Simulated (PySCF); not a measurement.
C₆H₁₆Ge, SMILES CC(C)(C)C[CH2][GeH3], singlet, GFN2-xTB optimised geometry.

```
23

C     -0.25    -2.27     1.21
C      0.26    -1.49     0.00
C     -0.24    -2.18    -1.28
C      1.79    -1.49     0.00
C     -0.29    -0.05     0.00
C      0.10     0.81     1.19
Ge    -0.69     2.62     1.05
H      0.05    -3.31     1.14
H      0.15    -1.87     2.14
H     -1.34    -2.23     1.26
H      0.13    -3.20    -1.32
H     -1.32    -2.20    -1.30
H      0.12    -1.65    -2.16
H      2.16    -2.50    -0.12
H      2.17    -0.89    -0.82
H      2.18    -1.10     0.93
H     -1.38    -0.10    -0.05
H      0.05     0.44    -0.92
H     -0.24     0.36     2.12
H      1.18     0.91     1.26
H     -0.31     3.49     2.21
H     -2.18     2.56     1.01
H     -0.25     3.31    -0.19
```

Density from PySCF 2.14.0 with PBE0/def2-SVP at that geometry.

Minimum of the electron density along straight lines between bonded atoms, close to the bond critical point (lines longer than 1.1 times the sum of covalent radii, or with two minima, are not listed):

| bond | length / Å | ρ at the minimum / e bohr⁻³ | ∇²ρ there / e bohr⁻⁵ | position (fraction from the first atom) |
|---|---|---|---|---|
| C1–C2 | 1.530 | 0.243 | -0.55 | 0.50 |
| C2–C3 | 1.533 | 0.243 | -0.55 | 0.50 |
| C2–C4 | 1.530 | 0.243 | -0.55 | 0.50 |
| C2–C5 | 1.540 | 0.240 | -0.54 | 0.50 |
| C5–C6 | 1.525 | 0.241 | -0.54 | 0.50 |
| C6–Ge7 | 1.972 | 0.126 | 0.03 | 0.53 |
| C1–H8 | 1.088 | 0.276 | -1.00 | 0.62 |
| C1–H9 | 1.087 | 0.276 | -1.00 | 0.62 |
| C1–H10 | 1.088 | 0.275 | -1.00 | 0.62 |
| C3–H11 | 1.088 | 0.276 | -1.00 | 0.62 |
| C3–H12 | 1.088 | 0.276 | -1.00 | 0.62 |
| C3–H13 | 1.088 | 0.276 | -1.00 | 0.62 |
| C4–H14 | 1.088 | 0.276 | -1.00 | 0.62 |
| C4–H15 | 1.088 | 0.275 | -1.00 | 0.62 |
| C4–H16 | 1.087 | 0.276 | -1.00 | 0.62 |
| C5–H17 | 1.094 | 0.275 | -0.98 | 0.62 |
| C5–H18 | 1.094 | 0.275 | -0.99 | 0.62 |
| C6–H19 | 1.091 | 0.273 | -0.97 | 0.62 |
| C6–H20 | 1.091 | 0.273 | -0.97 | 0.62 |
| Ge7–H21 | 1.497 | 0.141 | 0.08 | 0.59 |
| Ge7–H22 | 1.496 | 0.141 | 0.08 | 0.59 |
| Ge7–H23 | 1.496 | 0.141 | 0.08 | 0.59 |
